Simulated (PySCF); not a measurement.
## SnCl: frontier orbitals

UHF at R = 2.392 Å; Sn x2c-SVPall, Cl x2c-SVPall; spin-free X2C with a Gaussian nucleus (PySCF 2.14). State: ²Π (doublet), unpaired electrons π ↑. Only the outer orbitals are listed, counted within each symmetry.

```
spin  orbital  occ.  ε (eV)  on Sn (%)            main shells (%)
   α      13σ     1  -28.39          5                    94 Cl s
   α      14σ     1  -16.32         70           70 Sn s, 27 Cl p
   α       7π     1  -12.19          9            91 Cl p, 8 Sn p
   α       7π     1  -11.82          6                    94 Cl p
   α      15σ     1  -11.24         45  55 Cl p, 24 Sn s, 19 Sn p
   α       8π     1   -7.27         92                    92 Sn p
   α       8π     0   -0.29         96                    95 Sn p
   α      16σ     0    2.45         92           85 Sn p, 11 Cl p
   α      17σ     0    5.84        102                   101 Sn s
   β      13σ     1  -28.27          5                    94 Cl s
   β      14σ     1  -15.11         55           54 Sn s, 42 Cl p
   β       7π     1  -11.83          6                    94 Cl p
   β       7π     1  -11.69          4                    96 Cl p
   β      15σ     1  -10.60         60  40 Cl p, 40 Sn s, 20 Sn p
   β       8π     0    0.09         96                    96 Sn p
   β       8π     0    1.21         97                    97 Sn p
   β      16σ     0    2.89         92           83 Sn p, 11 Cl p
```

**Question.** Which are the highest filled and the lowest empty level, where do they sit, and how wide is the gap?

**Answer.** Highest filled α 8π at -7.27 eV (in %: 92 Sn p); lowest empty α 8π at -0.29 eV (in %: 95 Sn p); the gap at UHF is 6.98 eV. Both belong to one degenerate shell, split only by its one-sided filling, so this is no excitation gap.

The bond order (Mayer) is 0.92 and the ⟨S²⟩ is 0.763. The charge on Sn (Mulliken, basis-dependent) is 0.45. The charge on Sn (Löwdin, basis-dependent) is 0.21, the dipole moment (positive dipole means Sn(−)Cl(+)) is -3.06 D and the polarisability along the bond is 56.9 bohr³. The polarisability across the bond is 35.5 bohr³.

Shares are Mulliken populations and can fall outside 0 to 100 %.

Spin–orbit coupling is left out. The state was picked by a PBE0 search and need not be the measured ground state.
